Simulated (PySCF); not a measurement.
# Hf²⁺: ionisation energy

Hf²⁺ [Xe] 4f14 5d2 (3F) → Hf³⁺ [Xe] 4f14 5d1 (2D), as a difference of total energies. Calculation: PySCF 2.14, in x2c-TZVPPall with one added diffuse shell each of s, p, d, f type (12s8p8d4f1g, 113 functions); the spin-free X2C one-electron Hamiltonian (Gaussian nucleus). Correlated levels: valence and next inner shell: [Kr] 4d10 4f14 frozen. The calculations carry no spin-orbit coupling.

| method | ionisation energy (eV) |
| --- | --- |
| UHF | 21.455 |
| MP2 (valence and next inner shell) | 21.824 |
| SCS-MP2 (valence and next inner shell) | 21.739 |
| CCSD (valence and next inner shell) | 21.842 |
| CCSD(T) (valence and next inner shell) | 21.855 |

Problem. How much does correlation contribute at CCSD(T) (valence and next inner shell)?

Solution. 21.855 − (21.455) = 0.400 eV, measured against UHF.

A first-order spin-orbit estimate (lowest level to lowest level, LS coupling) adds 0.051 eV.

Errors of the correlated levels include the incompleteness of this basis and the frozen core.

For comparison: 22.55 ± 0.04 eV (theoretical estimate listed by NIST; NIST Atomic Spectra Database, ionization energies).
